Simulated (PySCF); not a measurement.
Q: Write Cartesian coordinates for `C[C@@H](Cl)C(Cl)=[Se]` as optimised with PBE0-D3(BJ)/def2-SVP.

A: 
```
atom  x, y, z in Å
C1    -0.9082    0.3480   -0.7185
C2     0.2936    0.0810    0.1671
Cl3    0.9335   -1.5743   -0.1388
C4     1.4019    1.0863   -0.0179
Cl5    2.0817    1.0943   -1.6023
Se6    1.9096    2.1977    1.2400
H7    -1.3103    1.3506   -0.5077
H8    -1.6883   -0.3984   -0.5155
H9    -0.6270    0.2897   -1.7789
H10    0.0152    0.1027    1.2279
```

Orientation and origin are arbitrary. Atoms count from 1 in this order. Of the pairs four or more bonds apart, Cl5···H9 is among the closest relative to their van der Waals radii: 2.83 Å, 96 % of the sum of Bondi's values. The 2 C–Cl bonds span 1.724 Å (C4–Cl5, drawn single) to 1.801 Å (C2–Cl3, drawn single), a spread of 0.077 Å.

Bonds between heavy atoms (Å): C1–C2 1.517, C2–Cl3 1.801, C2–C4 1.508, C4–Cl5 1.724, C4=Se6 1.754.

Computed with PySCF, PBE0-D3(BJ)/def2-SVP geometry optimisation, gas phase.

Point group: C1 (no symmetry element, even within 0.4 Å). PBE0-D3(BJ)/def2-SVP frequencies: not computed here. The numbers are those of one conformer (C1–C2–C4–Cl5 -63°).
